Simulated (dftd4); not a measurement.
F$_{6}$OSi$_{2}$, charge -1, doublet, geometry from GFN2-xTB (a state made from the parent by changing its charge; the spin is typed, not shown lowest); D4 for blyp in dftd4.

The dftd4 input:
```
$ dftd4 mol.xyz --func blyp --charge -1 --json dftd4.json --noedisp

# file mol.xyz
9

F      1.96340522    -0.18763904    -1.27226976
Si     1.50372962     0.23671197     0.19538769
F      2.57596532    -0.51476360     1.11744875
F      1.99204263     1.75852000     0.27278663
O      0.05945132    -0.00988102     0.68849837
Si    -1.67456426    -0.23398609     0.24990733
F     -1.62664035     0.98995938    -0.81521947
F     -3.34899722    -0.44295146    -0.04394250
F     -1.34287844    -1.59858244    -0.56348334
```

Output, abridged:

```
                    ____  _____ _____     ____  _  _
      -------------|  _ \|  ___|_   _|---|  _ \| || |------------
     |             | | | | |_    | | ___ | | | | || |_           |
     |             | |_| |  _|   | ||___|| |_| |__   _|          |
     |             |____/|_|     |_|     |____/   |_|            |
     |             ===================================           |
     |            E. Caldeweyher, S. Ehlert & S. Grimme          |
     |          Mulliken Center for Theoretical Chemistry        |
     |                    University of Bonn                     |
      -----------------------------------------------------------

Rational (Becke-Johnson) damping: blyp-D4-ATM
---------------------
  s6         1.0000
  s8         2.3408
  s9         1.0000
  a1         0.4449
  a2         4.0933
 alp        16.0000
--------------------

Dispersion energy:      -2.2680173091570E-02 Eh

[Info] JSON dump of results written to 'dftd4.json'
```
